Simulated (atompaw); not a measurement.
# u(r) = r·R(r): atom against pseudo-atom (Sc (Z = 21))

Columns: radius, all-electron u(r) and pseudo u(r) of the 3d shell (level -3.43 eV) of scandium in the configuration [Ne] 3s2 3p6 3d1 4s2 4p0; LDA (PW92), scalar-relativistic, PAW (atompaw) scheme, atompaw 4.2.0.5.

| r (bohr) | all-electron | pseudo |
| --- | --- | --- |
| 0.096 | 0.0217 | 0.0026 |
| 0.192 | 0.1018 | 0.0201 |
| 0.288 | 0.2147 | 0.0632 |
| 0.385 | 0.3342 | 0.1368 |
| 0.481 | 0.4413 | 0.2353 |
| 0.577 | 0.5302 | 0.3485 |
| 0.673 | 0.5992 | 0.4622 |
| 0.769 | 0.6492 | 0.5621 |
| 0.865 | 0.6823 | 0.6380 |
| 0.962 | 0.7017 | 0.6860 |
| 1.058 | 0.7096 | 0.7075 |
| 1.154 | 0.7089 | 0.7101 |
| 1.250 | 0.7017 | 0.7022 |
| 1.346 | 0.6897 | 0.6897 |
| 1.442 | 0.6741 | 0.6741 |
| 1.538 | 0.6560 | 0.6560 |
| 1.635 | 0.6360 | 0.6360 |
| 1.731 | 0.6152 | 0.6152 |
| 1.827 | 0.5938 | 0.5938 |
| 1.923 | 0.5722 | 0.5722 |
| 2.019 | 0.5507 | 0.5507 |
| 2.115 | 0.5294 | 0.5294 |
| 2.212 | 0.5084 | 0.5084 |
| 2.308 | 0.4880 | 0.4880 |
| 2.404 | 0.4683 | 0.4683 |
| 2.500 | 0.4492 | 0.4492 |

Task: How many radial nodes do the two functions have?

Result: The all-electron 3d function has n − l − 1 = 0; the pseudo-wave has 0.

Task: At about which radius was the pseudo-wave matched?

Result: 1.35 bohr, where the columns begin to agree (steps of 0.10 bohr).

Task: Is the pseudo-wave norm-conserving?

Result: No, it belongs to a PAW set: the norm inside the radius is not constrained, and the difference is carried by the augmentation charge.
